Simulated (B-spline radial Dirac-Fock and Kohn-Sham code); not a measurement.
## Hg⁴⁺: input and output of one calculation

ΔSCF core binding energies without Breit or QED terms, calculated with a radial finite-basis atomic code. Keys: rel is the Hamiltonian (dirac, or spin-free x2c and nr, where L3 and M5 stand for the whole 2p and 3d shells), method is hf or an exchange,correlation pair (spin-unpolarised, also for the hole states), nuc the nuclear model, radius_factor scales its radius, rmax is the box in bohr, h the logarithmic mesh step, order the B-spline order, points the quadrature points per cell, c_factor scales the speed of light, and damp, ndamp, maxit and tol steer the iteration. The run stops when the commutator error falls below 10·tol·max(1, Z/10), or the numerical noise floor, and the energy has settled to about 1e-8 Ha; the virial ratio is −V/T.

Input (task.json):

```json
{"items": [{"Z": 80, "q": 4, "cfg": [[1, 0, 2], [2, 0, 2], [2, 1, 6], [3, 0, 2], [3, 1, 6], [3, 2, 10], [4, 0, 2], [4, 1, 6], [4, 2, 10], [4, 3, 14], [5, 0, 2], [5, 1, 6], [5, 2, 8]], "A": 202, "rrms": 5.4648, "do": "settings", "holes": ["K", "L3", "M5"],
  "settings": [{"rel": "dirac", "method": "pbesol", "nuc": "fermi", "radius_factor": 0.8, "rmax": 45.0, "h": 0.3, "order": 6, "points": 10, "c_factor": 1.0, "maxit": 60, "damp": 0.5, "ndamp": 3, "tol": 1e-08}]}]}
```

Command: `python xray2_run.py task.json out`

Ground-state iterations:

```
iter   energy (Ha)        error
   1   -19646.23850165  2.59e+00
   2   -19648.50267406  2.41e-01
   3   -19649.14072985  5.88e-02
   4   -19649.18574155  1.49e-02
   5   -19649.18883112  8.73e-03
   6   -19649.18963111  2.63e-03
   7   -19649.18970830  1.39e-03
   8   -19649.18972435  4.16e-05
   9   -19649.18972437  1.27e-06
  10   -19649.18972437  2.57e-08
```

The ground state converged in 10 iterations, with total energy -19649.18972 Ha, virial ratio 1.86721 and highest orbital energy -56.32 eV. ΔSCF binding energies: K (1s) 83657.0 eV, L3 (2p3/2) 12334.6 eV. Holes are computed only in closed shells, and unreliable hole states are left out.
